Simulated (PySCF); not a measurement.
**Computed properties of Si(Me)2(OH)(SH) (C₂H₈OSSi), SMILES C[Si](C)(O)S**

C2H8OSSi, SMILES C[Si](C)(O)S. Geometry: B3LYP-D3(BJ)/def2-SVP. The values are those of a single conformer. All values are computed for the isolated molecule unless a solvent is named; none is compared with measurement here.

**Structure.** All 33 harmonic modes at B3LYP-D3(BJ)/def2-SVP (PySCF) are real, so it is a minimum. With heavy atoms numbered as in [CH3:1][Si:2]([CH3:3])([OH:4])[SH:5], the shortest bond between them is Si2–O4 at 1.674 Å and the longest Si2–S5 at 2.172 Å.

**Vibrations.** The strongest infrared lines (harmonic, unscaled, degenerate partners summed) lie at 876 cm⁻¹ (269 km/mol, H 57 %, Si 21 %, C 11 %, O 10 %), 841 cm⁻¹ (93 km/mol, H 66 %, C 20 %, Si 12 %), 321 cm⁻¹ (92 km/mol, H 62 %, O 26 %, S 9 %). The softest mode is at 139 cm⁻¹ and the zero-point energy is 61.1 kcal/mol.

**Electronic structure.** r2SCAN/def2-TZVP (PySCF) places the frontier levels at -6.33 and 0.03 eV, a gap of 6.36 eV, and gives a dipole moment of 0.76 D and a mean polarisability of 72.0 bohr³. PBE/def2-TZVP (PySCF) at the same geometry gives -6.04 and -0.40 eV, so its gap is 0.72 eV narrower. An orbital gap is neither the optical nor the fundamental gap.

**Excitations.** TDA-PBE0/def2-SVPD (PySCF) has S1 at 6.12 eV (203 nm, f = 0.030, weak); the most intense of the 10 singlets computed lies at 6.69 eV (f = 0.06). T1 (TDA) is at 5.68 eV, 0.44 eV under S1. TDA-PBE/def2-SVPD (PySCF) puts S1 at 5.55 eV. No vertical singlet excitation falls in the visible range (under 3.1 eV).

**NMR.** GIAO shifts at PBE0/pcSseg-1 (PySCF) (non-relativistic, atoms alike by connectivity averaged): ¹³C at 5.3 ppm against TMS; ¹H from 0.6 to 1.5 ppm against TMS; ²⁹Si at 29.8 ppm against TMS.

**Solvation.** SMD-B3LYP/6-31G* (PySCF) gives -4.4 kcal/mol in water, -5.4 kcal/mol in tetrahydrofuran, -7.7 kcal/mol in methanol (1 M in both phases, gas-phase geometry); of these solvents methanol holds the molecule best.
